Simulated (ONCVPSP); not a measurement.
# What one change does to a pseudopotential (cobalt, ONCV)

Co (Z = 27), optimised norm-conserving Vanderbilt (ONCV), made with ONCVPSP 4.0.1 (Wu-Cohen, scalar-relativistic). Core [Ne], reference 3s2 3p6 3d7 (charge +2). Waves: 3s: rc 1.05 bohr, ncon 5, nbas 9, qcut 14.8 1/bohr, 2 projectors, debl 0.9 Ha; 3p: rc 1.15 bohr, ncon 4, nbas 9, qcut 15 1/bohr, 2 projectors, debl 1.3 Ha; 3d: rc 1.25 bohr, ncon 3, nbas 8, qcut 11.2 1/bohr, 3 projectors, debl 1.7 Ha. Local part: polynomial inside 0.75 bohr (lpopt 4, dvloc0 -1 Ha). Core correction: Teter function, fcfact 5, rcfact 1.3.

In the s channel the program set the typed energies aside and used -4.455, 0.250 Ha. In the p channel the program set the typed energies aside and used -3.110, 0.250 Ha.

Change: d: rc 1.06.

Cutoffs: the cutoffs (Ha) at which the residual kinetic energy of the hardest occupied pseudo-wave falls to 1 and 0.1 mHa per electron; they do not see the model core or the augmentation charge, which bear on the density cutoff. Errors are all-electron minus pseudo energies relative to the spin-unpolarised reference configuration.

Question: Predict the effect on cutoff, ghosts and configuration errors.

Answer: The potential gets harder (73 Ha and 85 Ha → 73 Ha and 216 Ha); of the 4 tests that both files solve, the error grows in 0 and shrinks in 3 by more than 15 % and 0.3 meV (median size 5.9 → 4.3 meV); neither file shows a bound ghost. A smaller radius makes the pseudo-wave follow the all-electron one further in, where it bends more sharply, so more plane waves are needed. Less of the atom is replaced, so other configurations are described better.

| quantity | base | changed |
| --- | --- | --- |
| cutoff, loose | 73 Ha | 73 Ha |
| cutoff, tight | 85 Ha | 216 Ha |
| loose cutoff by channel | s 73 Ha, p 37 Ha, d 52 Ha | s 73 Ha, p 37 Ha, d 60 Ha |
| bound ghosts | none | none |
| GHOST(+) flags under 300 eV | none | none |
| error for 3s2 3p6 3d7 4s2, meV [ΔE -25.74 eV] | +8.3 | +5.9 |
| error for 3s2 3p6 3d7 4s1, meV [ΔE -16.68 eV] | +3.5 | +2.6 |
| error for 3s2 3p6 3d6, meV [ΔE 35.87 eV] | +29 | +9.7 |
| error for 3s2 3p6 3d7 4p2, meV [ΔE -16.67 eV] | +2.9 | +2.7 |
| s: phases at 1.06 bohr within 0.05 rad from the reference energy up to (Ha; the scan ends near 5) | to the end of the scan | to the end of the scan |
| p: phases at 1.16 bohr within 0.05 rad from the reference energy up to (Ha; the scan ends near 5) | to the end of the scan | to the end of the scan |
| rms error of d²Exc/dni dnj with the model core, mHa | 1.64 | 1.83 |
